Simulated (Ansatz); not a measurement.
H6InP3, SMILES [PH2][In]([PH2])[PH2].

Coordinates come from a B3LYP-D3(BJ)/def2-SVP optimisation. The def2 effective core potentials stand for the cores of In; spin–orbit coupling is left out. The values are those of a single conformer.

Two levels are set side by side: PBE/def2-SVPD (Ansatz, a quantum-chemistry and plane-wave program) and CAM-B3LYP/def2-SVPD (Ansatz). Energy differences of separate SCF runs at the same geometry; the states with an electron removed or added have multiplicity 2 and 2. Differences are taken from unrounded values.

```json
[
 {"quantity": "vertical ionisation energy (eV)", "CAM-B3LYP": "8.63"},
 {"quantity": "vertical singlet–triplet gap (eV)", "CAM-B3LYP": "3.80"}
]
```

Task: What does PBE give, and how far is it from CAM-B3LYP? (An estimate is asked for; the answer gives what the named calculation found.)

Result: 
| quantity | PBE | PBE minus CAM-B3LYP |
|---|---|---|
| vertical ionisation energy (eV) | 8.30 | -0.33 |
| vertical singlet–triplet gap (eV) | 3.48 | -0.31 |
